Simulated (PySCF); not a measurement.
**A search over the determinants of BeO**

Unrestricted PBE0; basis Be x2c-TZVPPall, O x2c-TZVPPall; spin-free X2C with a Gaussian nucleus; PySCF 2.14. Outer shells of the fragments: Be 2s2; O 2s2 2p4.

Followed along the bond (rough minima from three points):

```
2Ms+1  unpaired  ⟨S²⟩ at the start  R at minimum (Å)  Te (eV)
    1      none               0.00              1.33     0.00
    3  σ ↑, π ↑               2.00              1.47     0.63
    1  σ ↓, π ↑               1.01              1.47     0.66
    3      σ ↑↑               2.00              1.41     1.89
```

Solutions found at the starting distance of 1.560 Å, counted from the lowest of them; the search is not exhaustive and high or unbound solutions are not listed, so other states can lie among these:

| 2Ms+1 | unpaired | term | E (eV) | ⟨S²⟩ | ⟨Lz²⟩ | μ (D) |
| --- | --- | --- | --- | --- | --- | --- |
| 3 | σ ↑, π ↑ | ³Π | 0.00 | 2.00 | 1.01 | -1.51 |
| 1 | σ ↓, π ↑ | mixed | 0.04 | 1.01 | 1.01 | -1.47 |
| 1 | none | ¹Σ⁺ | 0.19 | 0.00 | 0.00 | -6.52 |
| 3 | σ ↑↑ | ³Σ⁺ | 1.40 | 2.00 | 0.00 | -1.27 |
| 3 | π ↑↑ | mixed | 3.47 | 2.01 | 2.01 | -3.40 |
| 3 | π ↑↑ | mixed | 3.76 | 2.01 | 2.00 | -3.42 |

A term symbol is given only where ⟨S²⟩ and ⟨Lz²⟩ are close to those of a pure state; real π, δ and φ orbitals otherwise mix terms. A positive dipole means Be(−)O(+).

**Question.** Compare the gap between the two lowest followed solutions at the starting distance with the gap between their minima.

**Answer.** At PBE0 the second solution (triplet, unpaired electrons σ ↑, π ↑) lies -0.19 eV from the first (singlet, closed shell) at 1.560 Å and +0.63 eV at the minima; the two curves relax by different amounts, since their minima lie near 1.47 and 1.33 Å.

The measured ground state is X ¹Σ+ (Huber and Herzberg, Constants of Diatomic Molecules (1979)).

Counting both spins, an empty level lies below a filled one in some of these solutions, because spin and occupation are held.
